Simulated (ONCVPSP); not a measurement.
# Ag ONCV: all-electron and pseudo phase curves

ONCVPSP 4.0.1 input, shortened (lines: element, Z, core and valence counts, functional; n l f; lmax; l rc ep ncon nbas qcut; lloc lpopt rc5 dvloc0; l nproj debl; icmod fcfact rcfact), LDA (Perdew-Zunger), fully relativistic:

```
  Ag 47.00    7    4        3      upf
    1    0    2.00
    2    0    2.00
    2    1    6.00
    3    0    2.00
    3    1    6.00
    3    2   10.00
    4    0    2.00
    4    1    6.00
    4    2   10.00
    5    0    0.50
    5    1    0.50
    2
    0    2.15    0.00    4    7    2.60
    1    1.55    0.00    4    7    9.20
    2    1.65    0.00    4    9    9.10
    4    2    1.00    0.00
    0    3    2.90
    1    3    1.20
    2    2    0.60
    1    0.20    0.00
```

Open shells are filled in proportion to 2j + 1.

The phase is arctan(r·R′/R) of the radial function R(r), unwrapped; energies in Ha, scanned from -4 to 5 Ha. A pole is an energy at which the radial function vanishes at the test radius. The pseudo phase is shifted by a multiple of π to meet the all-electron one at the reference energy, and phase errors are pseudo minus all-electron; the curves can meet again beyond the range given. Levels narrower than the energy grid can be missing from the lists of poles. n/a: not evaluated, since a narrow level or a reset projector energy made the automatic matching unsafe.

| channel | radius (bohr) | reference energy (Ha) | poles, all-electron | poles, pseudo | unbroken range about the reference energy with phases within 0.05 rad | phase error 1 Ha above the reference energy (rad) |
| --- | --- | --- | --- | --- | --- | --- |
| s | 2.19 | -0.20 | -3.51, 1.91 | 1.91 | n/a | n/a |
| p3/2 | 1.57 | -0.05 | -1.52 | -1.52 | the whole range | +0.000 |
| p1/2 | 1.57 | -0.06 | -1.79 | -1.79 | the whole range | +0.000 |
| d5/2 | 1.67 | -0.31 | 0.60 | 0.60 | the whole range | +0.000 |
| d3/2 | 1.67 | -0.33 | 0.55 | 0.55 | below 3.0 | +0.000 |

Note: no bound ghost flagged; GHOST(+) flagged for s at 94.5 eV.

Phases in the p3/2 channel:

| E (Ha) | all-electron | pseudo |
| --- | --- | --- |
| -3.98 | 1.102 | 1.102 |
| -3.74 | 1.036 | 1.036 |
| -3.50 | 0.938 | 0.938 |
| -3.26 | 0.775 | 0.775 |
| -3.02 | 0.470 | 0.470 |
| -2.78 | -0.097 | -0.097 |
| -2.54 | -0.750 | -0.750 |
| -2.30 | -1.145 | -1.145 |
| -2.06 | -1.352 | -1.352 |
| -1.82 | -1.474 | -1.474 |
| -1.58 | -1.555 | -1.555 |
| -1.34 | -1.615 | -1.615 |
| -1.10 | -1.664 | -1.664 |
| -0.86 | -1.706 | -1.706 |
| -0.62 | -1.744 | -1.744 |
| -0.38 | -1.782 | -1.782 |
| -0.14 | -1.820 | -1.820 |
| 0.10 | -1.860 | -1.860 |
| 0.34 | -1.905 | -1.905 |
| 0.58 | -1.957 | -1.957 |
| 0.82 | -2.020 | -2.020 |
| 1.06 | -2.097 | -2.097 |
| 1.30 | -2.197 | -2.197 |
| 1.54 | -2.331 | -2.331 |
| 1.78 | -2.513 | -2.513 |
| 2.02 | -2.759 | -2.759 |
| 2.26 | -3.068 | -3.068 |
| 2.50 | -3.397 | -3.397 |
| 2.74 | -3.686 | -3.686 |
| 2.98 | -3.909 | -3.909 |
| 3.22 | -4.071 | -4.071 |
| 3.46 | -4.189 | -4.189 |
| 3.70 | -4.277 | -4.277 |
| 3.94 | -4.345 | -4.345 |
| 4.18 | -4.398 | -4.398 |
| 4.42 | -4.442 | -4.442 |
| 4.66 | -4.477 | -4.477 |
| 4.90 | -4.507 | -4.507 |
